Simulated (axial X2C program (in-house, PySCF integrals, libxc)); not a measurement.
A run on RuPb without results

A two-component calculation with an in-house all-electron X2C program for linear molecules (integrals from PySCF).

Input and command:
```json
{"zs": [82, 44], "q": 0, "bas": ["dyall-acv3z", "dyall-acv3z"], "r0": 2.69, "eom": "ee", "thr": -1.0, "nmax": 88}
```
```bash
python soeom.py task.json out
```

Keys: zs atomic numbers; q charge; bas basis sets; r0 starting distance in Å; eom kind of EOM run; thr threshold in hartree for freezing inner shells (an s shell follows its p shell); nmax most natural virtual spinors.

Outcome:

The program refused: none of the low determinants of the reference species is a closed shell, which the EOM method needs.
